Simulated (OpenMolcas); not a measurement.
## d3 ions of charge +4 down a group on the Ga site of K2NaGaF6

| Item | Value |
| --- | --- |
| Program | OpenMolcas |
| Method | CASSCF |
| Spin-orbit coupling | RASSI with atomic mean-field integrals over the reference wave functions |

The d shell is active. Each dopant is a cluster with its nearest anions in model potentials and point charges, with no relaxation and no local charge compensation. Distances were set from a Shannon-type radius of the metal (high-spin where two are listed) plus a fixed donor radius (F 1.31 Å), in hosts weighted 0.65 to 0.35 with the host's distance in the model lattice. Ligand basis ANO-RCC-VDZP, DKH2 Hamiltonian. States (labels of O, the rotations of Oh). Energies in cm-1 above the lowest state or level, χT in cm3 K/mol; 10Dq and B are least-squares fits to the states below 45000 cm-1, weighted by degeneracy, with a free offset, and given where the rms deviation is under 5 % of |10Dq| (or 100 cm-1) and under 700 cm-1. Spin-only χT is S(S+1) / 2 for the spin of the ground state.

```
 Ion  Shell  R (Å)   Metal basis  Ground state  First state of that spin   10Dq  B (rms of fit)  First gap with spin-orbit (degeneracies)  χT at 300 K  First state of another spin  Spin-only χT
Tc4+    4d3  1.949  ANO-RCC-VTZP           4A2                 4T2 30421  29871       783 (177)                              14894 (4, 4)        1.774                     2E 14958         1.875
Re4+    5d3  1.939  ANO-RCC-VTZP           4A2                 4T2 37651                                                     13377 (4, 4)        1.485                     2E 14136         1.875
```

χT departs most from the spin-only value for Re4+, by -0.390 cm3 K/mol.

Without dynamic correlation the repulsion within the d shell is too large (B by tens of per cent), so at a given field states of lower spin stand too high. With metal d orbitals alone the field can be off either way by tens of per cent. Ligand-to-metal charge-transfer states are missing. With no ligand orbital active B as a rule stays too high, so bands that hang on it stand too high and its fall with covalency is understated. The least metal-like active orbital is 77 % on the metal (Löwdin) and no ligand orbital is active, so the numbers are rough (holds for Tc4+). The least metal-like active orbital is 76 % on the metal (Löwdin) and no ligand orbital is active, so the numbers are rough (holds for Re4+). No measured value stands beside these numbers; the geometry was set by hand and not optimised.
